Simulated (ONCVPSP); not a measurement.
Before and after: ONCV potential for W

* Element: tungsten (W)
* Generator: ONCVPSP 4.0.1
* Type: optimised norm-conserving Vanderbilt (ONCV)
* Functional: PBE
* Relativity: scalar-relativistic
* Frozen core: [Kr] 4d10 4f14
* Valence charge: 14
* Reference configuration: 5s2 5p6 5d4 6s2
* Partial waves: 5s+6s: rc 1.75 bohr, ncon 3, nbas 7, qcut 7.8 1/bohr, 2 projectors; 5p: rc 2.10 bohr, ncon 3, nbas 5, qcut 7.8 1/bohr, 1 projector; 5d: rc 1.95 bohr, ncon 5, nbas 9, qcut 4.4 1/bohr, 2 projectors, debl 2 Ha
* Local potential: polynomial inside 1.30 bohr (lpopt 1, dvloc0 3 Ha)
* Core correction: Teter function, parameters optimised by the program

All-electron outer shells of the reference configuration (PBE, scalar-relativistic, ld1.x):

```tsv
shell	level (eV)	outermost node (bohr)	outermost maximum (bohr)
5s	-79.07	0.53	0.96
5p	-43.20	0.57	1.09
4f	-33.21	–	0.43
6s	-5.71	1.28	2.67
5d	-4.48	0.63	1.49
```

Change: core correction polynomial model core, fcfact 0.2.

Cutoffs: the cutoffs (Ha) at which the residual kinetic energy of the hardest occupied pseudo-wave falls to 1 and 0.1 mHa per electron; they do not see the model core or the augmentation charge, which bear on the density cutoff. Errors are all-electron minus pseudo energies relative to the spin-unpolarised reference configuration.

Task: Predict the effect on cutoff, ghosts and configuration errors.

Result: The potential gets neither clearly harder nor softer (35 Ha and 71 Ha → 35 Ha and 71 Ha); both files keep a bound ghost (d); of the 3 tests that both files solve, the error grows in 3 and shrinks in 0 by more than 15 % and 0.3 meV (median size 2.8 → 14.0 meV). A model core, the more so a compact one, raises the density cutoff, which this test does not measure.

| quantity | base | changed |
| --- | --- | --- |
| cutoff, loose | 35 Ha | 35 Ha |
| cutoff, tight | 71 Ha | 71 Ha |
| bound ghosts | d | d |
| GHOST(+) flags under 300 eV | none | none |
| tests with a reliable result | 3 of 4 | 3 of 4 |
| error for 5s2 5p6 5d4 6s1, meV [ΔE 8.88 eV] | -2.8 | -4.1 |
| error for 5s2 5p6 5d4 6s0, meV [ΔE 24.56 eV] | -4.2 | -14 |
| error for 5s2 5p6 5d3 6s0, meV [ΔE 49.95 eV] | -0.1 | -25 |
| s: phases at 1.77 bohr within 0.05 rad from the reference energy up to (Ha; the scan ends near 5) | to the end of the scan | to the end of the scan |
| p: phases at 2.14 bohr within 0.05 rad from the reference energy up to (Ha; the scan ends near 5) | 0.0 | 0.0 |
| d: phases at 1.98 bohr within 0.05 rad from the reference energy up to (Ha; the scan ends near 5) | to the end of the scan | to the end of the scan |
| rms error of d²Exc/dni dnj with the model core, mHa | 0.28 | 0.27 |

 A true bound ghost makes a file unfit for plane-wave use even where its test errors are small: the radial tests pick states by their node count and pass the ghost by.
